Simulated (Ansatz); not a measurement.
Born–Oppenheimer molecular dynamics of C₂H₇AlOSi (12 atoms, charge 0, multiplicity 1). It starts at the highest image of a converged band. Of that band: Neighbouring images differ by up to 2.3 eV, so the band resolves the path poorly. A vibrational analysis at the climbing image gives one clearly imaginary mode, 1253i cm⁻¹: a first-order saddle point.

Computed with Ansatz, RKS BHLYP/def2-SVP.

* ensemble: NVE (velocity Verlet)
* time step: 0.5 fs
* steps asked: 200
* starting velocities drawn for: 100 K
* seed: 11189

First frame:

```xyz
12
Properties=species:S:1:pos:R:3
Al 1.121 0.950 1.311
C 0.127 -0.110 -0.025
Si -1.661 0.225 -0.526
C 0.588 -1.520 -0.169
O 1.046 -0.220 -1.165
H 0.377 1.981 2.240
H 2.656 0.639 1.440
H -2.543 -0.187 0.592
H -1.986 -0.543 -1.750
H -1.869 1.671 -0.786
H 1.498 -1.740 0.403
H 0.725 -1.202 -1.529
```

How far do the bonds stretch over the last three quarters of this one trajectory? (Pairs bonded in most of those frames.)


```json
{"bond": "Al1–C2", "mean (Å)": "1.978", "spread (Å)": "0.014", "shortest": "1.95", "longest": "2.00"}
{"bond": "Al1–H6", "mean (Å)": "1.575", "spread (Å)": "0.025", "shortest": "1.54", "longest": "1.61"}
{"bond": "Al1–H7", "mean (Å)": "1.571", "spread (Å)": "0.031", "shortest": "1.53", "longest": "1.62"}
{"bond": "C2–Si3", "mean (Å)": "1.896", "spread (Å)": "0.030", "shortest": "1.86", "longest": "1.95"}
{"bond": "C2–C4", "mean (Å)": "1.503", "spread (Å)": "0.008", "shortest": "1.49", "longest": "1.53"}
{"bond": "C2–O5", "mean (Å)": "1.486", "spread (Å)": "0.011", "shortest": "1.46", "longest": "1.50"}
{"bond": "Si3–H8", "mean (Å)": "1.481", "spread (Å)": "0.016", "shortest": "1.46", "longest": "1.51"}
{"bond": "Si3–H9", "mean (Å)": "1.485", "spread (Å)": "0.004", "shortest": "1.48", "longest": "1.49"}
{"bond": "Si3–H10", "mean (Å)": "1.488", "spread (Å)": "0.011", "shortest": "1.47", "longest": "1.51"}
{"bond": "C4–H11", "mean (Å)": "1.107", "spread (Å)": "0.012", "shortest": "1.09", "longest": "1.13"}
{"bond": "O5–H12", "mean (Å)": "0.967", "spread (Å)": "0.008", "shortest": "0.95", "longest": "0.98"}
```

Mean temperature of the second half: 162 K. The conserved energy stayed within 0.037 meV per atom of its start (net change 0.022 meV per atom), so the integration is sound. The system heated up, since it started high on the potential surface and ran downhill. A run of 0.1 ps of so small a system gives no equilibrium averages. The orbitals stay closed-shell, which can raise the energy where a bond breaks towards radicals; this wasn't checked here.

The run took 6 min on 2 threads of Intel(R) Xeon(R) 6975P-C (Granite Rapids), on a shared host, peak memory 0.28 GiB.
